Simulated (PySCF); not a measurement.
# Steps of a relaxation of [Nd(CO)]2+

[Nd(CO)]2+ (singlet in the valence; each metal's 4f electrons, 4 of them, lie in its core potential, out of spins and levels). PySCF 2.14.0, RKS PBE0, Nd lcecp-0-SVP with ECP50, C def2-SVP, O def2-SVP; non-relativistic Hamiltonian with scalar-relativistic core potentials where named; density fitting; no spin-orbit coupling. Origin of the start: template. Columns: position (Å) and force (eV/Å). Energies are counted from the last step; some of the 7 steps are shown. Forces carry noise of the integration grid, about 0.01 to 0.03 eV/Å.

Run from Python with OMP_NUM_THREADS=2. Where DIIS fails, smearing, a level shift and second-order steps follow.
It took 7.3 s on 2 threads of Arm Neoverse V1, with other jobs on the host, from the converged density of the start.

```xyz
3
step 0  E = 0.311 eV
Nd    0.0000    0.0000   -0.5331     0.00    0.00   -1.68
C     0.0000    0.0000    2.0452     0.00    0.00    6.13
O     0.0000    0.0000    3.1952     0.00    0.00   -4.44
```

```xyz
3
step 2  E = 0.069 eV
Nd    0.0000    0.0000   -0.6115     0.00    0.00   -0.77
C     0.0000    0.0000    2.1019     0.00    0.00    0.77
O     0.0000    0.0000    3.2170     0.00    0.00    0.00
```

```xyz
3
step 4  E = 0.003 eV
Nd    0.0000    0.0000   -0.7175     0.00    0.00   -0.12
C     0.0000    0.0000    2.1543     0.00    0.00    0.23
O     0.0000    0.0000    3.2706     0.00    0.00   -0.10
```

Question: Where does the relaxation end?

Answer: It converges at step 6 in C∞v:
```xyz
3
step 6  E = 0
Nd    0.0000    0.0000   -0.7464
C     0.0000    0.0000    2.1690
O     0.0000    0.0000    3.2847
```

Question: How did the contacts change?

Answer: 
```tsv
contact	start (Å)	end (Å)
Nd1–C2 (CO)	2.578	2.915
```


An lcecp potential fixes the number of 4f electrons, so in runs with it no electron can move into or out of that shell; real Nd(II) is rare or takes another configuration.
